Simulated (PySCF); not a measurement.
## SbSBr: from structure and modes to constants

Level of theory: PySCF, PBE0, basis Sb def2-TZVP with ECP28, S def2-TZVP, Br def2-TZVP (scalar-relativistic core potentials, no spin–orbit coupling, density fitting).

The singlet minimum has Cs symmetry. Masses (u): Sb 120.90382, S 31.97207, Br 78.91834.

```xyz
3
charge 0 multiplicity 1, angstrom
Sb   -0.4528    0.0000   -0.6934
S    -2.1986    0.0000    0.6402
Br    1.5846    0.0000    0.8032
```

Harmonic wavenumbers (cm⁻¹): 120.4 (a', ×1), 241.4 (a', ×1), 509.2 (a', ×1).

Question: What is the harmonic zero-point energy?

Answer: Half the sum of all 3 wavenumbers, 871/2 = 436 cm⁻¹, which is 5.2 kJ/mol (1 cm⁻¹ = 0.0119627 kJ/mol).

Question: Find the vibrational entropy and heat capacity at 298.15 K.

Answer: With u = 1.43878 ω/T, each mode gives S = R[u/(eᵘ−1) − ln(1−e⁻ᵘ)] and C = R u² eᵘ/(eᵘ−1)².
| ω (cm⁻¹) | u | S (J/(mol K)) | C (J/(mol K)) |
| --- | --- | --- | --- |
| 120.4 | 0.581 | 12.94 | 8.08 |
| 241.4 | 1.165 | 7.50 | 7.43 |
| 509.2 | 2.457 | 2.66 | 5.15 |
The sums over all modes are S = 23.1 and C = 20.7 J/(mol K); the softest mode gives 56 % of the entropy.

Question: Give the standard entropy (298.15 K, 1 bar) by its translational, rotational, vibrational and spin parts, and Cp.

Answer: Sackur–Tetrode with M = 231.79 u gives 176.8; rotation with symmetry number 1 gives 118.1; vibration 23.1; spin R ln 1 = 0.0. The total is 318.0 J/(mol K), and Cp = 4 R + 20.7 = 53.9 J/(mol K).

Other isomers or separated fragments may lie lower.
